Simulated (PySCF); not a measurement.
CH5AlFN, SMILES C[NH][AlH][F]. Atoms are numbered in the order given.

```xyz
9

Al     0.4451     0.6533     0.0000
F     -0.4180     2.0806     0.0000
H      2.0189     0.6726     0.0000
N     -0.4766    -0.8560     0.0000
C      0.0351    -2.2143     0.0000
H     -1.4943    -0.8311     0.0000
H     -0.2805    -2.7889    -0.8913
H     -0.2805    -2.7889     0.8913
H      1.1373    -2.2048     0.0000
```
Charge 0, spin multiplicity 1.

Geometry optimised at r2SCAN-D4/def2-SVP. The values are those of a single conformer.

Level of theory: TDA-M06-2X/def2-SVPD (PySCF).

Vertical excitations. The molecule is in vacuum. State labels are in the subgroup Cs.

| state | symmetry | energy (eV) | λ (nm) | f | main pairs |
|---|---|---|---|---|---|
| S1 | A" | 5.95 | 208 | 0.036 | HOMO→LUMO 83 % |
| S2 | A' | 6.35 | 195 | 0.132 | HOMO→LUMO+1 97 % |
| S3 | A" | 6.71 | 185 | 0.011 | HOMO→LUMO+2 91 % |
| S4 | A" | 7.50 | 165 | 0.009 | HOMO→LUMO+4 51 %, HOMO−1→LUMO+1 22 %, HOMO→LUMO+3 19 % |
| S5 | A" | 7.65 | 162 | 0.017 | HOMO→LUMO+4 40 %, HOMO−1→LUMO+1 29 %, HOMO→LUMO+3 14 %, HOMO→LUMO 7 % |
| S6 | A" | 7.80 | 159 | 0.065 | HOMO−1→LUMO+1 45 %, HOMO→LUMO+3 42 % |
| S7 | A" | 8.22 | 151 | 0.022 | HOMO→LUMO+5 87 % |
| S8 | A' | 8.50 | 146 | 0.100 | HOMO−1→LUMO 79 % |
| S9 | A' | 8.63 | 144 | 0.063 | HOMO→LUMO+6 79 % |
| S10 | A' | 8.95 | 139 | 0.099 | HOMO−1→LUMO+2 62 %, HOMO→LUMO+8 15 % |
| T1 | A' | 5.21 | 238 | 0 | HOMO→LUMO+1 93 % |
| T2 | A" | 5.62 | 220 | 0 | HOMO→LUMO 71 %, HOMO→LUMO+3 21 % |
| T3 | A" | 6.59 | 188 | 0 | HOMO→LUMO+2 88 % |
| T4 | A" | 6.88 | 180 | 0 | HOMO−1→LUMO+1 91 % |
Triplets are in the Tamm–Dancoff approximation.
